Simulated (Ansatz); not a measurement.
C₂H₆AlNSe (`C/N=C\[Se][AlH2]`). Charge 0, multiplicity 1. Geometry: relaxed with PBE0-D4/def2-TZVP. It is one conformer, not always the lowest.

```xyz
11

C     1.327   -0.938   -0.357
N     0.070   -1.578   -0.103
C    -1.036   -1.050   -0.334
Se   -1.428    0.716   -1.117
Al   -0.799    1.992    0.704
H     1.779   -0.661    0.601
H     1.245   -0.045   -0.986
H     1.998   -1.658   -0.829
H    -1.951   -1.601   -0.125
H    -1.020    3.551    0.573
H    -0.187    1.275    1.973
```

**Question.** What is the dipole moment at B3LYP/def2-TZVPP? (Best estimate.)

**Answer.** Computed: 0.83 D, with components (0.59, 0.47, 0.35) D in this frame, pointing from negative to positive charge.

**Question.** And with PBE, r2SCAN, ωB97M-V? (Estimate.)

**Answer.** Ansatz gave: PBE 0.75 D, r2SCAN 0.83 D, ωB97M-V 0.93 D.

**Question.** Give the Mulliken charges with B3LYP, ωB97M-V, r2SCAN in def2-TZVPP. (Best estimate.)

**Answer.** Ansatz gave: 
```csv
atom,B3LYP,ωB97M-V,r2SCAN
C1,-0.14,-0.22,-0.01
N2,-0.16,-0.16,-0.22
C3,-0.09,-0.09,0.02
Se4,-0.15,-0.15,-0.19
Al5,0.36,0.32,0.40
H6,0.11,0.14,0.08
H7,0.07,0.10,0.05
H8,0.11,0.13,0.07
H9,0.13,0.14,0.10
H10,-0.13,-0.10,-0.15
H11,-0.13,-0.10,-0.14
```

B3LYP here is the variant with VWN-RPA as its local correlation; programs differ in this.
